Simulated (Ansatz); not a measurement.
Geometry optimisation, RKS PBE/def2-SVP in Ansatz 0.2.0.

Input file:

```yaml
crystal:
  periodic: [false, false, false]
  atoms:
    - { symbol: Al, position_ang: [-0.208981, 0.372154, 0.395345] }
    - { symbol: F, position_ang: [0.906092, -0.858698, -2.19128] }
    - { symbol: C, position_ang: [-0.297777, 1.746672, -0.791871] }
    - { symbol: H, position_ang: [0.608345, 0.016673, -2.118401] }
    - { symbol: C, position_ang: [-0.049884, -1.240136, 1.488536] }
    - { symbol: H, position_ang: [-1.27509, 2.050664, -1.210423] }
    - { symbol: H, position_ang: [0.431965, 2.575777, -0.73916] }
    - { symbol: H, position_ang: [-1.065426, -1.648426, 1.678867] }
    - { symbol: H, position_ang: [0.564742, -2.030104, 1.012101] }
    - { symbol: H, position_ang: [0.385913, -0.984476, 2.476387] }
basis:
  gaussian: { orbitals: def2-SVP }
hamiltonian:
  xc: pbe
relax:
  f_tol: 0.03
  max_steps: 50
```

Run as:

```bash
$ ansatz run input.yaml --threads 2 --pin off --max-ram 3072MiB --backend cpu --events-out ev --progress --plain --runs-dir out
```

Question: Where does it end, and by what steps?

Answer: The forces met the threshold. After 13 steps the energy has fallen by 4.316 eV; H4 moved furthest, 1.69 Å. Parted: F2–H4. Joined: Al1–F2, C3–H4.

| step | energy less start (eV) | largest force component (eV/Å) | accepted |
| --- | --- | --- | --- |
| 0 | 0.0000 | 1.589 | yes |
| 1 | -0.1565 | 1.252 | yes |
| 2 | -0.3474 | 0.516 | yes |
| 3 | -0.6524 | 1.523 | yes |
| 4 | -1.3145 | 2.793 | yes |
| 5 | -2.2171 | 3.074 | yes |
| 6 | -3.1307 | 1.956 | yes |
| 7 | -3.7334 | 1.196 | yes |
| 8 | -3.9593 | 1.278 | yes |
| 9 | -4.1855 | 0.550 | yes |
| 10 | -4.2944 | 0.211 | yes |
| 11 | -4.3111 | 0.206 | yes |
| 12 | -4.3156 | 0.036 | yes |
| 13 | -4.3158 | 0.007 | yes |

```xyz
10
Properties=species:S:1:pos:R:3
Al 0.248 -0.403 -0.463
F 0.819 -1.453 -1.657
C -0.129 1.443 -0.999
H 0.145 1.642 -2.055
C -0.017 -1.153 1.326
H -1.210 1.673 -0.881
H 0.416 2.170 -0.360
H -1.096 -1.362 1.495
H 0.528 -2.108 1.469
H 0.296 -0.449 2.126
```

Run time: 22 s on 2 threads of Arm Neoverse V1 (shared host), peak memory 0.12 GiB.
